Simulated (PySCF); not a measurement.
Working out the ionisation energy of Se⁺

Se⁺ [Ar] 3d10 4s2 4p3 (4S) → Se²⁺ [Ar] 3d10 4s2 4p2 (3P). All numbers are calculated (PySCF 2.14, the spin-free X2C one-electron Hamiltonian (Gaussian nucleus), in x2c-QZVPPall (11s8p5d4f1g, 97 functions)). Frozen: [Ne]. Energies in hartree (1 hartree = 27.21139 eV):

| part | Se⁺ (lower) | Se²⁺ (upper) |
| --- | --- | --- |
| UHF | -2427.833899 | -2427.068146 |
| MP2 opposite-spin | -0.554792 | -0.543615 |
| MP2 same-spin | -0.292583 | -0.278330 |

Question: What does Hartree-Fock give?

Answer: (-2427.068146) − (-2427.833899) = 0.765753 hartree = 20.837 eV.

Question: What do MP2 and SCS-MP2 (6/5 opposite-spin, 1/3 same-spin) give?

Answer: The opposite-spin parts differ by 0.304 eV and the same-spin parts by 0.388 eV. MP2: 20.837 + (0.304) + (0.388) = 21.529 eV. SCS-MP2: 20.837 + 1.2 × (0.304) + (0.388)/3 = 21.331 eV.

A first-order spin-orbit estimate adds -0.297 eV to MP2 (valence and next inner shell), giving 21.232 eV against 21.196 ± 0.01 eV (measured; NIST Atomic Spectra Database, ionization energies).

What remains against the reference includes basis incompleteness, the frozen core and correlation beyond second order.
